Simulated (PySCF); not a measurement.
How methods differ on the excitation energy of Br²⁺

Br²⁺ [Ar] 3d10 4s2 4p3 (4S) → Br²⁺ [Ar] 3d10 4s1 4p3 5s1 (6S), as a difference of total energies. Computed with PySCF 2.14 in x2c-TZVPPall with one added diffuse shell each of s, p, d type (7s6p5d1f, 57 functions), with the spin-free X2C one-electron Hamiltonian (Gaussian nucleus). Correlated levels: valence and next inner shell: [Ne] frozen. The calculations carry no spin-orbit coupling.

```
                                method  excitation energy (eV)
                                   UHF                  25.880
    MP2 (valence and next inner shell)                  27.414
SCS-MP2 (valence and next inner shell)                  27.867
   CCSD (valence and next inner shell)                  27.504
CCSD(T) (valence and next inner shell)                  27.570
```

Q: How much does correlation contribute at CCSD(T) (valence and next inner shell)?

A: 27.570 − (25.880) = 1.690 eV, measured against UHF.

The promoted electron is Rydberg-like, and one or two diffuse shells describe it only roughly, which tends to raise the upper state.
